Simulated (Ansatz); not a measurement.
Geometry optimisation, RKS PBE-D4/def2-SVP (Ansatz).

Input file:

```yaml
crystal:
  periodic: [false, false, false]
  atoms:
    - { symbol: B, position_ang: [-0.102667, -0.069404, -0.275876] }
    - { symbol: O, position_ang: [-1.433164, 0.455471, -0.411429] }
    - { symbol: O, position_ang: [0.383408, -0.84309, -1.297285] }
    - { symbol: H, position_ang: [-0.351846, -0.869377, -1.935384] }
    - { symbol: C, position_ang: [0.714542, 0.239298, 1.023782] }
    - { symbol: H, position_ang: [-1.907988, 0.161859, -1.209616] }
    - { symbol: H, position_ang: [1.788893, 0.000862, 0.914806] }
    - { symbol: H, position_ang: [0.30794, -0.372395, 1.857468] }
    - { symbol: H, position_ang: [0.600781, 1.296877, 1.333433] }
basis:
  gaussian: { orbitals: def2-SVP }
hamiltonian:
  xc: pbe
  dispersion: d4
relax:
  f_tol: 0.03
  max_steps: 50
```

Command:

```bash
$ ansatz run input.yaml --threads 2 --pin off --max-ram 3072MiB --backend cpu --events-out ev --progress --plain --runs-dir out
```

Where does it end, and by what steps?

It converged. After 5 steps the energy has fallen by 0.141 eV; H4 moved furthest, 0.21 Å.

```tsv
step	energy less start (eV)	largest force component (eV/Å)	accepted
0	0.0000	1.795	yes
1	-0.0915	0.970	yes
2	-0.0122	0.780	no
3	-0.1352	0.247	yes
4	-0.1397	0.244	yes
5	-0.1413	0.021	yes
```

```xyz
9
Properties=species:S:1:pos:R:3
B -0.167 -0.052 -0.278
O -1.439 0.477 -0.342
O 0.381 -0.835 -1.272
H -0.210 -0.991 -2.029
C 0.692 0.239 1.011
H -1.932 0.245 -1.149
H 1.764 0.003 0.869
H 0.320 -0.381 1.856
H 0.591 1.295 1.333
```

Whether the end is a true minimum wasn't checked by a vibrational analysis.

Run time: 5.2 s on 2 threads of Intel(R) Xeon(R) Platinum 8488C (Sapphire Rapids), with other jobs on the host, peak memory 0.16 GiB.
